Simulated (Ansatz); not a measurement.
Pulling on the Se3–H4 bond in FHMgSe (SMILES [F][Mg][SeH]) (multiplicity 1 held, fragments rigid). Energies count from the point at 1.475 Å.
Geometry at that point (charge 0, multiplicity 1):
```json
[
 {"atom": "Mg", "x (Å)": "0.5347", "y (Å)": "-1.0479", "z (Å)": "0.3436"},
 {"atom": "F", "x (Å)": "1.2991", "y (Å)": "-2.5474", "z (Å)": "0.8409"},
 {"atom": "Se", "x (Å)": "-0.5067", "y (Å)": "1.0061", "z (Å)": "-0.3739"},
 {"atom": "H", "x (Å)": "-0.8817", "y (Å)": "1.2936", "z (Å)": "1.0230"}
]
```

R- and RO- levels are restricted; in cc, def2 and unpolarised 6-31G sets they are followed outwards from rest. U- levels take the lowest unrestricted solution at each point, which mixes spins at long bonds. Active spaces are followed from a long bond inwards. Levels need not reach the same state.

Frozen-core correlation. Filled d and f shells under p-block atoms count as core.

Codes used: Ansatz (Gaussian basis) for Hartree–Fock, density functionals and correlated methods. 

Energies in kcal/mol.

```tsv
R (Å)	U-MP2/def2-SVP	U-CCSD(T)/def2-SVP	R-CCSDT(Q)/def2-SVP	FIC-NEVPT4(SD) on CASSCF(4,3)/def2-SVP	FIC-MRCISD+Q on CASSCF(4,3)/def2-SVP
1.180	35.7	36.4	36.5	37.1	36.4
1.327	6.5	6.9	6.9	7.2	6.9
1.475	0.0	0.0	0.0	0.0	0.0
1.622	5.0	4.3	4.3	4.1	4.3
1.770	15.3	13.6	13.5	13.3	13.5
1.991	39.3	30.3	29.9	29.6	29.9
2.212	59.3	46.2	45.1	44.6	45.0
2.581	71.9	66.2	63.2	62.7	63.1
2.949	75.9	75.9	72.8	72.2	72.6
3.392	77.4	78.8	77.4	76.9	77.3
3.982	77.9	79.5	79.0	78.6	79.0
4.719	78.0	79.7	79.3	79.0	79.4
```

Doubts at one or more of the structures used: a spin-contaminated determinant (U-MP2/def2-SVP, U-CCSD(T)/def2-SVP); T1 above 0.05 (U-CCSD(T)/def2-SVP); a restricted determinant that unrestricted orbitals would lower (R-CCSDT(Q)/def2-SVP); other coupled-cluster roots lie near (R-CCSDT(Q)/def2-SVP); active orbitals that take no part (FIC-NEVPT4(SD) on CASSCF(4,3)/def2-SVP, FIC-MRCISD+Q on CASSCF(4,3)/def2-SVP).

Ansatz is a first-principles code.
